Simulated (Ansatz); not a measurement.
Reaction: CHBrF2 (bromo(difluoro)methane, SMILES FC(Br)F) → CBrF2 (SMILES F[C](F)Br, doublet) + H (doublet) (the C-H bond breaks)
Each species at its own B3LYP-D3(BJ)/def2-TZVP minimum (Ansatz, a program for electronic structure).

Total energies in hartree (Ansatz). Open shells are spin-unrestricted; no spin-orbit coupling. Correlated methods leave the cores frozen (noble-gas shells, and filled d and f shells in the p block). No relativity. Where a partner has so few electrons that a lower coupled-cluster level is exact, that level stands in. Spin-orbit terms, left out, reach several kcal/mol for Br and I, and more for heavier atoms.

| species | HF/cc-pVTZ | CCSD(T)/cc-pVTZ | HF/cc-pVQZ | CCSD(T)/cc-pVQZ | CCSD(T)/cc-pVDZ | CCSDT(Q)/cc-pVDZ |
|---|---|---|---|---|---|---|
| 1: CHBrF2 (bromo(difluoro)methane, SMILES FC(Br)F) | -2809.86966 | -2810.74385 | -2809.89186 | -2810.84170 | -2810.36691 | -2810.36891 |
| 2: CBrF2 (SMILES F[C](F)Br, doublet) | -2809.23629 | -2810.07444 | -2809.25869 | -2810.17064 | -2809.70483 | -2809.70708 |
| 3: H (doublet) | -0.49981 | -0.49981 | -0.49995 | -0.49995 | -0.49928 | -0.49928 |

**Question.** Work out the bond dissociation energy (electronic) in kcal/mol: take Hartree-Fock from cc-pVQZ, extrapolate the CCSD(T) correlation energy as X^-3 (X = 3, 4), and add CCSDT(Q) - CCSD(T) in cc-pVDZ. 1 hartree = 627.51 kcal/mol.

**Answer.** 
Species 1: correlation (64·(-0.94984) - 27·(-0.87419))/37 = -1.00504; step -0.00200; E1 = -2809.89186 + (-1.00504) + (-0.00200) = -2810.89890
Species 2: correlation (64·(-0.91195) - 27·(-0.83815))/37 = -0.96580; step -0.00225; E2 = -2809.25869 + (-0.96580) + (-0.00225) = -2810.22674
Species 3: correlation (64·(0.00000) - 27·(0.00000))/37 = 0.00000; step +0.00000; E3 = -0.49995 + (0.00000) + (+0.00000) = -0.49995
-1·E1 +1·E2 +1·E3 = 0.17221 hartree = 108.1 kcal/mol.
